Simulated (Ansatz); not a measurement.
Cost and result for the atomization energy of CH3B2I (`IB1BC1`) (7 atoms, 7 bonds).

```xyz
7

I     0.577   -1.495    2.526
B    -0.015   -0.503    0.782
B    -0.955    0.009   -0.327
C     0.619    0.296   -0.260
H    -1.828    0.304   -1.075
H     1.605    0.669   -0.523
H    -0.004    0.719   -1.123
```

The species carries charge 0 and has multiplicity 1. Correlated methods include outer-core shells of I, which these sets cover unevenly. I takes the def2 core potential. All single points use the PBE0-D4/def2-TZVP geometry. Program: Ansatz. All runs use 2 threads of an Arm Neoverse V2 on a shared host. Times are those of one run each, without the atoms' runs, and a repeat can differ threefold. Electronic energies, without spin–orbit coupling; frozen cores. CCSD(T)/CBS adds CCSD(T) − MP2 in def2-TZVPP to the MP2 limit, and its time is that of the two runs behind it. T1 = 0.010. With those shells the extrapolation isn't a true limit. B3LYP takes the VWN-RPA correlation (the form of Gaussian; ORCA's B3LYP/G). HSE06 is the plane-wave form, built on full-range PBE exchange.

CCSD(T)/CBS is a level of theory with its own doubt, some kJ/mol a heavy atom from the limit and from the frozen cores, so smaller differences don't rank the functionals.

```csv
level,functions,wall time
LDA (SPW92)/def2-TZVPP,185,1.1 s
BLYP-D4/def2-TZVPP,185,2.2 s
PBE0-D4/def2-TZVPP,185,2.2 s
HSE06-D4/def2-TZVPP,185,2.5 s
BHLYP-D4/def2-TZVPP,185,3.1 s
CCSD(T)/def2-SVP,83,3.2 s
B3LYP-D4/def2-TZVPP (with forces),185,3.7 s
r2SCANh-D4/def2-TZVPP,185,4.2 s
B2PLYP/def2-TZVPP,185,4.7 s
ωB97M-V/def2-TZVPP (with forces),185,9.5 s
MP2/def2-QZVPP,343,13 s
CCSD(T)/def2-TZVPP,185,67 s
CCSD(T)/CBS(def2),–,80 s
```

Task: What atomization energy does each give, and how far from CCSD(T)/CBS? (Best estimate.)

Result: The calculation gave: 
```csv
level,atomization (kcal/mol),difference from CCSD(T)/CBS,per bond
LDA (SPW92)/def2-TZVPP,682.0,99.2,14.2
BLYP-D4/def2-TZVPP,583.4,0.6,0.1
PBE0-D4/def2-TZVPP,598.2,15.4,2.2
HSE06-D4/def2-TZVPP,598.7,15.9,2.3
BHLYP-D4/def2-TZVPP,569.4,-13.4,-1.9
CCSD(T)/def2-SVP,556.3,-26.5,-3.8
B3LYP-D4/def2-TZVPP (with forces),585.5,2.7,0.4
r2SCANh-D4/def2-TZVPP,593.5,10.7,1.5
B2PLYP/def2-TZVPP,581.0,-1.8,-0.3
ωB97M-V/def2-TZVPP (with forces),588.2,5.4,0.8
MP2/def2-QZVPP,596.9,14.1,2.0
CCSD(T)/def2-TZVPP,567.8,-15.0,-2.1
CCSD(T)/CBS(def2),582.8,0.0,0.0
```

From r2SCAN to r2SCAN0 (25 % exact exchange), in def2-TZVPP and without D4, the atomization energy moves by −8.8 kcal/mol: exact exchange takes away binding that semilocal exchange gives to molecules. In def2-TZVPP, CCSD(T) changes the Hartree–Fock value by +134.5 kcal/mol (the triples alone add +12.1 kcal/mol) and MP2 by +154.8 kcal/mol; breaking electron pairs costs correlation energy, which Hartree–Fock lacks. The D4 term adds +5.5 kcal/mol with B3LYP and +2.9 kcal/mol with PBE0; it sums over pairs of atoms, weighted by their polarisabilities, and B3LYP, whose exchange is more repulsive, gets the larger term.

Spin–orbit coupling would lower the free I atoms strongly, and the atomization energy with them, by more than many differences here.
